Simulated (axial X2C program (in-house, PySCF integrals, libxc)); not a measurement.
## NaSe⁺: from the spin-free to the two-component result

Computed with an axial X2C code built on PySCF integrals. Spin-free means the one-electron spin-free X2C Hamiltonian; two-component (2c) means X2C with spin–orbit coupling and atomic mean-field two-electron Coulomb and Gaunt terms, so the difference of the two also holds small scalar two-electron terms. Basis: Se dyall-cv3z [8s9p6d4f1g], Na dyall-cv3z [9s8p5d2f] (cores contracted in-house); Gaussian nuclei, density fitting, unrestricted open shells. Masses: Se 79.917 u, Na 22.990 u.

Spin-free state: M_S = 1, Λ = 0 (beyond evenly filled blocks: π+α, π-α); fragments Se + Na+.

```json
{"level": "PBE0", "Re (Å)": "2.941", "ωe (cm⁻¹)": "159.0", "De (eV)": "0.636", "μ (D)": "8.67"}
{"level": "HF", "Re (Å)": "3.007", "ωe (cm⁻¹)": "147.9", "De (eV)": "0.544", "μ (D)": "9.23"}
{"level": "MP2", "Re (Å)": "2.959", "ωe (cm⁻¹)": "154.5", "De (eV)": "0.582", "μ (D)": "n/a"}
{"level": "CCSD", "Re (Å)": "2.961", "ωe (cm⁻¹)": "154.6", "De (eV)": "0.577", "μ (D)": "n/a"}
{"level": "CCSD(T)", "Re (Å)": "2.959", "ωe (cm⁻¹)": "155.1", "De (eV)": "0.567", "μ (D)": "n/a"}
{"level": "B3LYP", "Re (Å)": "2.951", "ωe (cm⁻¹)": "157.0", "De (eV)": "0.636", "μ (D)": "8.64"}
```

Correlated methods: 14 electrons correlated (number of frozen shells: Se 3 s, 2 p, 1 d; Na 1 s), 236 virtual spin orbitals or spinors in MP2, 90 natural virtuals in coupled cluster.

Dipoles are positive if Na is the positive end and refer to the centre of mass.

Two-component determinant lowest at the distance of the search:

Ω = 1 (⟨Sz⟩ = 0.96, ⟨Lz⟩ = 0.04 at HF); fragments Se + Na+.

```csv
level,Re (Å),ωe (cm⁻¹),De (eV),μ (D)
PBE0,2.944,158.0,0.594,8.68
HF,3.012,145.7,n/a,9.27
MP2,2.961,153.7,0.474,n/a
CCSD,2.968,153.2,0.488,n/a
CCSD(T),2.963,153.6,0.470,n/a
B3LYP,2.955,155.3,0.539,8.67
```

Q: From the two tables, how do the constants change at the CCSD(T) level (2c against spin-free)?

A: At the CCSD(T) level Re goes up by 0.004 Å and ωe decreases by 1.5 cm⁻¹; De changes by -0.097 eV.

The state is one determinant whose occupation by symmetry is held fixed; it was picked as the lowest of a PBE0 search that is not exhaustive. De is counted from the lowest determinant-based energies of the atoms at the same level, without counterpoise correction. De is not given where an atomic determinant may have missed its ground term or J level, or where the truncated virtual space spoils (T). Density functionals use the spin component along the axis (collinear). CCSD and (T) use frozen natural virtuals with an MP2 correction for the truncation; (T) itself is uncorrected, so its De runs slightly low. Without a current term, density functionals place determinants with orbital angular momentum somewhat too high. With several unpaired electrons one determinant need not be a pure state. Open-shell Ω = 0 determinants with evenly filled partner blocks cannot be reached by this program, so the Ω shown need not be the lowest component. This is the Ω = 1 component of a π² triplet; the 0⁺ component is not one determinant and can lie lowest.
